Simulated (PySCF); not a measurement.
Method: B3LYP-D3(BJ)/def2-TZVP // PBE0-D4/def2-TZVP in PySCF. Isolated molecules, 0 K electronic values unless said otherwise. One relaxed conformer stands for a flexible species; it need not be the lowest. B3LYP has the VWN-RPA correlation part, as in Gaussian. Excitations are Tamm–Dancoff values on a coarser integration grid. The basis has no diffuse functions, so Rydberg states are missing or too high.

Reference species (SMILES): `C(=O)[SiH2]O` (O–C–Si–O torsion 0°, C–Si–O–H torsion 0°) (neutral, multiplicity 1).

| Item | Value |
|---|---|
| S1 excitation (TDA) | 3.38 eV |
| LUMO | -2.08 eV |
| S1 oscillator strength | 0.002 |
| HOMO–LUMO gap | 5.11 eV |

Changed species: `B[SiH2]O` (X = boryl; the reference has X = formyl).

### Question
What does the change do to the S1 excitation (TDA), LUMO, S1 oscillator strength and HOMO–LUMO gap?

### Answer
the S1 excitation (TDA) rises by 0.52 eV, to 3.90 eV; the LUMO drops by 0.59 eV, to -2.67 eV; the S1 oscillator strength is nearly the same; the HOMO–LUMO gap falls by 0.02 eV, to 5.09 eV.
